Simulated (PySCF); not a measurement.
Zr(Cl)2(OH)(NH2) (Cl2H3NOZr), SMILES [NH2][Zr]([Cl])([OH])[Cl], multiplicity 1. Heavy atoms are numbered as in [Zr:1]([Cl:2])([Cl:3])([OH:4])[NH2:6]. Hydrogens are named by the atom that carries them.

Coordinates come from a B3LYP-D3(BJ)/def2-SVP optimisation. The multiplicity is an assumed one; no other spin state was optimised. The structure was generated by enumeration; whether it is a known compound was not checked. The def2 effective core potentials stand for the cores of Zr; spin–orbit coupling is left out. Other conformers were not sampled.

Method: PySCF with r2SCAN/def2-TZVP.

ESP charges are fitted to the potential on shells at 1.4 to 2.0 van der Waals radii. Atomic charges (e), one atom of each kind:

```tsv
atom	Löwdin	ESP fit	Mulliken
Zr1	0.09	1.05	1.56
Cl2	0.03	-0.31	-0.42
O4 (OH)	-0.28	-0.66	-0.73
H on O4	0.18	0.44	0.34
N6 (NH2)	-0.38	-0.96	-0.84
H on N6	0.16	0.38	0.26
```
